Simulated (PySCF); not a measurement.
# Working out the ionisation energy of K⁷⁺

K⁷⁺ [Ne] 3s2 (1S) → K⁸⁺ [Ne] 3s1 (2S). Calculation: PySCF 2.14, in an even-tempered Gaussian basis (19 s from 0.32 bohr⁻², ratio 2.5; 12 p from 0.42 bohr⁻², ratio 2.5; 5 d from 1.9 bohr⁻², ratio 2.7; 5 f from 2.9 bohr⁻², ratio 2.7); scalar relativity by spin-free X2C-1e. Frozen: 1s2; the 22 highest virtual orbitals dropped. Energies in hartree (1 hartree = 27.21139 eV):

| part | K⁷⁺ (lower) | K⁸⁺ (upper) |
| --- | --- | --- |
| UHF | -585.472367 | -579.860457 |
| CCSD correlation | -0.385188 | -0.308522 |
| (T) | -0.002774 | -0.000941 |

Question: What does Hartree-Fock give?

Answer: (-579.860457) − (-585.472367) = 5.611910 hartree = 152.708 eV.

Question: What do CCSD and CCSD(T) give?

Answer: The CCSD correlation energies differ by 0.076666 hartree = 2.086 eV and the triples by 0.001833 hartree = 0.050 eV, so CCSD gives 154.794 eV and CCSD(T) 154.844 eV.

A first-order spin-orbit estimate adds 0.000 eV to CCSD(T) (outer shells), giving 154.844 eV against 154.87 ± 0.05 eV (semi-empirical (NIST evaluation); NIST Atomic Spectra Database, ionization energies).

What remains against the reference includes basis incompleteness, the frozen core and higher excitations.
